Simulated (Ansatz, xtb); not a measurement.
## Two isomers of CH7ClGeSi

Structure a: `Cl[SiH2][CH2][GeH3]`, a singlet. Structure b: `C[SiH2][GeH2][Cl]`, a singlet. Both are isolated molecules in the gas phase, relaxed with PBE-D3(BJ)/def2-SVP; the shapes shown needn't be the lowest conformers.

a (Å):

```xyz
11

C    -1.2749   -1.5366   -1.1225
Cl   -0.2469   -2.9888    1.6045
Ge   -2.2415   -0.0770   -2.0462
Si   -1.2996   -1.3983    0.7471
H    -0.6449   -0.1226    1.1934
H    -2.7085   -1.4501    1.2644
H    -0.2238   -1.5366   -1.4793
H    -1.7302   -2.5018   -1.4278
H    -1.6029    1.2894   -1.6847
H    -3.7296   -0.0704   -1.6086
H    -2.1598   -0.2907   -3.5798
```

b (Å):

| atom | x (Å) | y (Å) | z (Å) |
| --- | --- | --- | --- |
| C | 1.1951 | -0.1321 | -0.0568 |
| Cl | -2.3131 | -1.5042 | -0.8022 |
| Ge | -1.8539 | 0.4964 | -1.6121 |
| Si | -0.0697 | 1.2626 | -0.2101 |
| H | 1.9710 | 0.1146 | 0.6950 |
| H | 0.6774 | -1.0619 | 0.2529 |
| H | 1.6937 | -0.3203 | -1.0284 |
| H | 0.5311 | 2.5131 | -0.8002 |
| H | -0.6712 | 1.6094 | 1.1256 |
| H | -1.4688 | 0.2729 | -3.1016 |
| H | -3.1775 | 1.3064 | -1.5483 |

Question: Estimate E(b) − E(a) at the level CCSD(T)/def2-SVP + ΔMP2/def2-TZVPP.

Answer: Not settled: CCSD(T)/def2-SVP + ΔMP2/def2-TZVPP gives E(b) − E(a) = +0.048 eV, but this leans on the basis-set step: CCSD(T) alone gives +0.005 eV.

The same difference at several levels:

```csv
level,geometry,E(b) − E(a) (eV),departure from the last row (eV),"job, with rough time for the two"
GFN2-xTB,GFN2-xTB,−0.525,−0.574,"optimisation, 0.18 s"
HF/STO-3G,GFN2-xTB,−0.253,−0.301,"single point, 0.9 s"
r2SCAN-D4/def2-SVP,GFN2-xTB,−0.068,−0.117,"single point, 3.7 s"
PBE-D3(BJ)/def2-SVP,PBE-D3(BJ)/def2-SVP,−0.153,−0.202,"optimisation, 36 s"
HF/def2-SVP,PBE-D3(BJ)/def2-SVP,−0.013,−0.061,part of the CCSD(T) run
MP2/def2-SVP,PBE-D3(BJ)/def2-SVP,+0.060,+0.012,part of the CCSD(T) run
CCSD(T)/def2-SVP,PBE-D3(BJ)/def2-SVP,+0.005,−0.044,single point
CCSD(T)/def2-SVP + ΔMP2/def2-TZVPP,PBE-D3(BJ)/def2-SVP,+0.048,,"single point, 48 s"
```

As drawn, b has 1 Ge–Si, 1 Cl–Ge, 1 C–H in place of 1 Cl–Si, 1 C–Ge, 1 Ge–H.

GFN2-xTB, HF/STO-3G, r2SCAN-D4/def2-SVP, PBE-D3(BJ)/def2-SVP put the two in the other order. HF/def2-SVP, CCSD(T)/def2-SVP find them nearly level. The largest departure from CCSD(T)/def2-SVP + ΔMP2/def2-TZVPP is that of GFN2-xTB, 0.574 eV. The last row adds to CCSD(T) the change of the MP2 difference between the two basis sets, here +0.044 eV.

With thermal terms from frequencies at re-optimised GFN2-xTB minima (ideal gas, soft modes damped towards free rotors, one conformer each, 298.15 K, 1 atm): the zero-point term adds +0.040 eV; ΔH is +0.105 and ΔG +0.062 eV.

The correlated steps freeze 20 core orbitals; the filled d shell of Ge is correlated, in a basis made for valence electrons. Codes used: Ansatz 0.2.0, xtb 6.7.1; the last row on 2 threads of Intel(R) Xeon(R) Processor @ 2.70GHz on a shared host.
